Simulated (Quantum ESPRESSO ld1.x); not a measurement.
W54+, 20 electrons, occupied as [Ar] 3d2. All-electron calculation, scalar-relativistic Kohn-Sham, LDA (Slater exchange, VWN5 correlation), spin-polarised, spherical densities, point nucleus; open shells are filled with parallel spins first. Program: ld1.x of Quantum ESPRESSO 7.5.

Radial electron density D(r) = 4 pi r^2 rho(r):

| r (bohr) | D(r) (e/bohr) | spin D(r) |
|---|---|---|
| 0.0007586 | 5.010 | -0.000126 |
| 0.0008417 | 5.894 | -0.000148 |
| 0.0009415 | 7.012 | -0.000176 |
| 0.001045 | 8.225 | -0.000206 |
| 0.001168 | 9.749 | -0.000244 |
| 0.001297 | 11.39 | -0.000285 |
| 0.00145 | 13.44 | -0.000335 |
| 0.001609 | 15.64 | -0.000389 |
| 0.0018 | 18.35 | -0.000455 |
| 0.001997 | 21.22 | -0.000524 |
| 0.002234 | 24.73 | -0.000608 |
| 0.002479 | 28.41 | -0.000696 |
| 0.002772 | 32.82 | -0.000800 |
| 0.003076 | 37.37 | -0.000906 |
| 0.003441 | 42.72 | -0.00103 |
| 0.003818 | 48.11 | -0.00115 |
| 0.00427 | 54.30 | -0.00129 |
| 0.004738 | 60.33 | -0.00141 |
| 0.0053 | 67.01 | -0.00155 |
| 0.005881 | 73.25 | -0.00166 |
| 0.006578 | 79.79 | -0.00176 |
| 0.007299 | 85.50 | -0.00182 |
| 0.008164 | 90.99 | -0.00182 |
| 0.009058 | 95.24 | -0.00172 |
| 0.01013 | 98.64 | -0.00144 |
| 0.01124 | 100.5 | -0.000902 |
| 0.01257 | 101.1 | 0.000172 |
| 0.01395 | 100.3 | 0.00195 |
| 0.01561 | 98.27 | 0.00531 |
| 0.01732 | 95.63 | 0.0107 |
| 0.01937 | 92.60 | 0.0206 |
| 0.02149 | 90.34 | 0.0360 |
| 0.02404 | 89.31 | 0.0638 |
| 0.02667 | 90.32 | 0.106 |
| 0.02984 | 93.99 | 0.179 |
| 0.03311 | 99.77 | 0.287 |
| 0.03703 | 107.9 | 0.466 |
| 0.04109 | 116.0 | 0.717 |
| 0.04596 | 123.5 | 1.11 |
| 0.05099 | 127.4 | 1.64 |
| 0.05704 | 126.7 | 2.42 |
| 0.06329 | 120.6 | 3.37 |
| 0.07079 | 108.8 | 4.68 |
| 0.07855 | 94.65 | 6.13 |
| 0.08786 | 79.12 | 7.89 |
| 0.09748 | 67.50 | 9.58 |
| 0.109 | 60.51 | 11.3 |
| 0.121 | 59.65 | 12.5 |
| 0.1353 | 63.05 | 13.1 |
| 0.1502 | 67.03 | 13.0 |
| 0.168 | 68.33 | 11.9 |
| 0.1864 | 64.42 | 10.3 |
| 0.2084 | 54.48 | 7.97 |
| 0.2313 | 41.80 | 5.76 |
| 0.2587 | 27.62 | 3.63 |
| 0.2871 | 16.50 | 2.12 |
| 0.3211 | 8.140 | 1.04 |
| 0.3563 | 3.619 | 0.465 |
| 0.3985 | 1.260 | 0.166 |
| 0.4422 | 0.3928 | 0.0536 |
| 0.4946 | 0.08983 | 0.0129 |
| 0.5488 | 0.01821 | 0.00279 |
| 0.6138 | 0.002496 | 0.000415 |

D(r) has 3 maxima, at r = 0.0124, 0.0531, 0.164 bohr, and minima at 0.0240, 0.117 bohr, inside which lie 1.91, 10.76 electrons.
